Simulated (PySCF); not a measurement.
Cl$_{2}$Pb (SMILES [Cl][Pb][Cl]), singlet, at a GFN2-xTB geometry (such geometries of metal compounds can be far from the true shape) (core potentials on Pb); M062X/def2-SVP (PySCF).

The PySCF input:
```python
from pyscf import gto, scf, dft

mol = gto.Mole()
mol.atom = '''
    Pb    0.007651   -0.011172    0.463444
    Cl    1.261912    1.446514   -1.104634
    Cl   -1.298818   -1.392625   -1.130800
'''
mol.basis = 'def2-svp'
mol.ecp = {'Pb': 'def2-svp'}
mol.charge = 0
mol.spin = 0
mol.verbose = 4
mol.build()

mf = dft.RKS(mol)
mf.xc = 'm062x'
mf.kernel()
```

Q: Predict the main parts of the log of this PySCF run.

A: 
```
PySCF version 2.14.0

[INPUT] verbose = 4
[INPUT] num. atoms = 3
[INPUT] num. electrons = 56
[INPUT] charge = 0
[INPUT] spin (= nelec alpha-beta = 2S) = 0
[INPUT] symmetry False subgroup None
[INPUT] Mole.unit = angstrom
[INPUT] Symbol           X                Y                Z      unit          X                Y                Z       unit  Magmom
[INPUT]  1 Pb     0.007651000000  -0.011172000000   0.463444000000 AA    0.014458294579  -0.021112020264   0.875782234073 Bohr   0.0
[INPUT]  2 Cl     1.261912000000   1.446514000000  -1.104634000000 AA    2.384668073302   2.733515295349  -2.087455727883 Bohr   0.0
[INPUT]  3 Cl    -1.298818000000  -1.392625000000  -1.130800000000 AA   -2.454410305655  -2.631679844222  -2.136902301658 Bohr   0.0

nuclear repulsion = 199.521099190258
number of shells = 26
number of NR pGTOs = 133
number of NR cGTOs = 62
basis = def2-svp
ecp = {'Pb': 'def2-svp'}

******** <class 'pyscf.dft.rks.RKS'> ********
method = RKS
initial guess = minao
damping factor = 0
level_shift factor = 0
DIIS = <class 'pyscf.scf.diis.CDIIS'>
diis_start_cycle = 1
diis_space = 8
diis_damp = 0
SCF conv_tol = 1e-09
SCF conv_tol_grad = None
SCF max_cycles = 50
direct_scf = True
direct_scf_tol = 1e-13
XC library pyscf.dft.libxc version 7.1.2
    S. Lehtola, C. Steigemann, M. J. T. Oliveira, and M. A. L. Marques,  SoftwareX 7, 1–5 (2018)
XC functionals = m062x
    Y. Zhao and D. G. Truhlar,  Theor. Chem. Acc. 120, 215 (2008)
    Y. Zhao and D. G. Truhlar,  Theor. Chem. Acc. 120, 215 (2008)
radial grids:
    Treutler-Ahlrichs [JCP 102, 346 (1995); DOI:10.1063/1.469408] (M4) radial grids

becke partition: Becke, JCP 88, 2547 (1988); DOI:10.1063/1.454033
pruning grids: <function nwchem_prune>
grids dens level: 3
symmetrized grids: False
atomic radii adjust function: <function treutler_atomic_radii_adjust>
small_rho_cutoff = 0
Set gradient conv threshold to 3.16228e-05
Initial guess from minao.
tot grids = 60992
init E= -1088.86931221797
  HOMO = -0.699444645058195  LUMO = -0.610925803048403  gap/eV = 2.40872
cycle= 1 E= -1112.23698639285  delta_E= -23.4  |g|= 1.57  |ddm|= 13.1
  HOMO = -0.182271176568932  LUMO = 0.0587546786684102  gap/eV = 6.55865
cycle= 2 E= -1112.54875414405  delta_E= -0.312  |g|= 1.26  |ddm|= 4.92
  HOMO = -0.308557218997463  LUMO = -0.0687162876109042  gap/eV = 6.52640
cycle= 3 E= -1112.93589071706  delta_E= -0.387  |g|= 0.0799  |ddm|= 1.87
  HOMO = -0.336832466782414  LUMO = -0.0817040816851886  gap/eV = 6.94240
cycle= 4 E= -1112.9373190304  delta_E= -0.00143  |g|= 0.037  |ddm|= 0.167
  HOMO = -0.332398152264598  LUMO = -0.0822469734828957  gap/eV = 6.80696
cycle= 5 E= -1112.9376904247  delta_E= -0.000371  |g|= 0.00665  |ddm|= 0.0572
  HOMO = -0.333245356373816  LUMO = -0.0815975836724974  gap/eV = 6.84768
cycle= 6 E= -1112.93770879495  delta_E= -1.84e-05  |g|= 0.00141  |ddm|= 0.0116
  HOMO = -0.333100060738905  LUMO = -0.0815647815606084  gap/eV = 6.84462
cycle= 7 E= -1112.93770962176  delta_E= -8.27e-07  |g|= 0.000408  |ddm|= 0.00272
  HOMO = -0.333108053699658  LUMO = -0.0816200939136849  gap/eV = 6.84334
cycle= 8 E= -1112.93770971425  delta_E= -9.25e-08  |g|= 5.91e-05  |ddm|= 0.00086
  HOMO = -0.333106232650024  LUMO = -0.0816197125340565  gap/eV = 6.84330
cycle= 9 E= -1112.93770971984  delta_E= -5.59e-09  |g|= 1.23e-05  |ddm|= 0.000276
  HOMO = -0.333105147071952  LUMO = -0.0816180016679837  gap/eV = 6.84331
cycle= 10 E= -1112.93770971995  delta_E= -1.08e-10  |g|= 3.54e-06  |ddm|= 3.46e-05
  HOMO = -0.33310508649462  LUMO = -0.0816183674820508  gap/eV = 6.84330
Extra cycle  E= -1112.93770971995  delta_E= -5.46e-12  |g|= 1.8e-06  |ddm|= 8.35e-06
converged SCF energy = -1112.93770971995
```
